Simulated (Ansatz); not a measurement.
`C[SiH]([SiH3])[S][AlH2]`, relaxed with RKS PBE0-D4/def2-TZVP in Ansatz from a PBE-D4/def2-SVP geometry. The force threshold is 0.005 eV/Å; the program also tests the step.

Charge 0, multiplicity 1.

Start:

```xyz
14

C    -1.524    1.345   -0.110
Si   -0.083    0.139   -0.211
Si    2.040    0.987    0.330
S    -0.020   -1.090   -1.956
Al   -0.570   -2.517   -0.276
H    -1.550    1.846    0.879
H    -2.481    0.812   -0.277
H    -1.414    2.120   -0.896
H    -0.365   -0.945    0.906
H     1.995    1.850    1.564
H     2.529    1.814   -0.827
H     2.976   -0.167    0.557
H     0.594   -3.420    0.338
H    -2.126   -2.773   -0.020
```

Q: By how much does the energy fall, and how many steps does the optimiser take? (Estimate.)

A: The calculation gave: 4.34 kJ/mol, in 8 steps.

Q: Which bonds change most? (Best estimate.)

A: Ansatz gave: Si2–S4 from 2.135 to 2.104 Å; S4–Al5 from 2.272 to 2.245 Å; C1–Si2 from 1.882 to 1.862 Å.

Q: Give the relaxed structure. (Best estimate.)

A: The calculation gave: 
```xyz
14

C    -1.495    1.337   -0.126
Si   -0.081    0.129   -0.228
Si    2.023    0.981    0.328
S    -0.051   -1.105   -1.932
Al   -0.573   -2.502   -0.254
H    -1.519    1.836    0.845
H    -2.444    0.820   -0.288
H    -1.383    2.097   -0.903
H    -0.365   -0.926    0.890
H     1.963    1.760    1.596
H     2.477    1.878   -0.768
H     2.976   -0.146    0.480
H     0.585   -3.395    0.348
H    -2.112   -2.765    0.010
```
